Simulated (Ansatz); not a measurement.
One change: `[CH3][AlH][N]([SiH3])[SiH3]` becomes `CBN([SiH3])[SiH3]`.

Ansatz, PBE0-D4/def2-TZVP geometries, multiplicity 1. Each molecule was computed in one conformer, which needn't be the lowest.

```tsv
property	`[CH3][AlH][N]([SiH3])[SiH3]`
HOMO energy (ωB97M-V/def2-TZVPP) / eV	-9.98
size of the dipole moment (ωB97M-V/def2-TZVPP) / D	1.06
LUMO energy (PBE0/def2-TZVPP) / eV	-0.82
HOMO–LUMO gap (PBE0/def2-TZVPP) / eV	6.89
LUMO energy (PBE/def2-TZVPP) / eV	-1.60
HOMO–LUMO gap (PBE/def2-TZVPP) / eV	4.87
```

(1) Give the same properties after the change, and the shifts. (Estimate.)

## Answers

(1) Computed: 
```csv
property,`CBN([SiH3])[SiH3]`,shift
HOMO energy (ωB97M-V/def2-TZVPP) / eV,-10.45,-0.47
size of the dipole moment (ωB97M-V/def2-TZVPP) / D,0.38,-0.68
LUMO energy (PBE0/def2-TZVPP) / eV,-0.19,0.63
HOMO–LUMO gap (PBE0/def2-TZVPP) / eV,8.01,1.12
LUMO energy (PBE/def2-TZVPP) / eV,-1.16,0.44
HOMO–LUMO gap (PBE/def2-TZVPP) / eV,5.80,0.93
```

With PBE0 the HOMO falls by 0.48 eV and the LUMO rises by 0.63 eV, so the gap widens by about 1.11 eV. PBE moves the HOMO by -0.49 eV and ωB97M-V by -0.47 eV. Dipoles are sizes alone; their direction can turn.
